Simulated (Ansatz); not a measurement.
```xyz
9

C     0.0000   -0.4477   -0.3818
C     0.0000   -0.4693    1.2492
O     0.0000    0.9970   -0.8434
H    -0.9603   -1.0385   -0.7884
H     0.9603   -1.0385   -0.7884
H     0.0000   -1.5841    1.6604
H     0.9608    0.0891    1.6705
H    -0.9608    0.0891    1.6705
H     0.0000    1.0088   -1.8818
```

Basis set: def2-TZVP (spherical functions). Left uncorrelated: 3 orbitals. Charge 0, multiplicity 1.

Computed with Ansatz (development build ahead of 0.2.0); each method stands on the lowest determinant of its kind that the runs found. Restricted open shells among the atoms or ions are ROHF, correlated in semicanonical orbitals with singles.

Task: Give the atomization energy at this shape (free ground-state atoms in the same class of orbitals less the molecule, no zero-point energy) of singlet C₂H₆O by RHF-MP2, RHF.

Result:

```
 method  atomization energy
RHF-MP2       3181.7 kJ/mol
    RHF       2379.8 kJ/mol
```

Caution: no unrestricted run beside it, a lower state can exist; the shape is not the minimum.
